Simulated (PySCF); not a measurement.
## Stretching CaIn⁺

Set-up: basis Ca def2-SVPD, In def2-SVPD with ECP28; scalar-relativistic core potentials; PySCF 2.14. Energies in eV from Ca + In⁺ in their ground configurations at the same level. All curves are PBE0. state 1: ¹Σ⁺ (singlet), closed shell; state 2: triplet, unpaired electrons σ ↑, π ↑, a second solution, started from another occupation; state 3: ³Σ⁺ (triplet), unpaired electrons σ ↑↑, a second solution, started from another occupation; state 4: Ms = 0 determinant of mixed spin (⟨S²⟩ near 1.0), unpaired electrons σ ↑, π ↓, a second solution, started from another occupation.

| R (Å) | state 1 | state 2 | state 3 | state 4 |
| --- | --- | --- | --- | --- |
| 3.142 | -1.040 | -0.5028 | -0.2256 | -0.2496 |
| 3.289 | -1.180 | -0.4849 | -0.3461 | -0.2343 |
| 3.435 | -1.256 | -0.4365 | -0.4181 | -0.1919 |
| 3.544 | -1.282 | -0.3888 | -0.4496 | -0.1510 |
| 3.654 | -1.289 | -0.3362 | -0.4671 | -0.1070 |
| 3.764 | -1.281 | -0.2816 | -0.4741 | -0.0625 |
| 3.910 | -1.253 | -0.2093 | -0.4715 | -0.0056 |
| 4.093 | -1.200 | -0.1248 | -0.4551 | 0.0587 |
| 4.312 | -1.120 | -0.0364 | -0.4228 | 0.1241 |
| 4.604 | -1.003 | 0.0561 | -0.3673 | 0.1918 |

Question: Put a parabola through the three lowest points of the state 1 curve and estimate Re, k and ωe (reduced mass 29.65 u; 1 eV/Å² = 0.16022 mdyn/Å; ωe = 1302.8·√(k/μ) cm⁻¹).

Answer: Through R = 3.544, 3.654, 3.764 Å the second-order coefficient is 0.620 eV/Å², so Re ≈ 3.650 Å, k ≈ 0.199 mdyn/Å and ωe ≈ 107 cm⁻¹. A polynomial fit of higher order to the unrounded PBE0 energies gives Re = 3.644 Å, k = 0.204 mdyn/Å, ωe = 108 cm⁻¹; anharmonicity and rounding make the difference.

The higher-order fit for each curve: state 1: Re = 3.644 Å, ωe = 108 cm⁻¹, De = 1.29 eV; state 3: Re = 3.803 Å, ωe = 73.4 cm⁻¹, minimum 0.475 eV below the ground-state fragments. State 2 gave no clean fit. State 4 gave no clean fit.

Closed-shell solutions of metal pairs were not tested for spin polarisation, which can lower them a little. Spin–orbit coupling is left out. For an ion De counts to the pair picked by the measured ionisation energies or electron affinities, which need not be the lowest pair at this level.
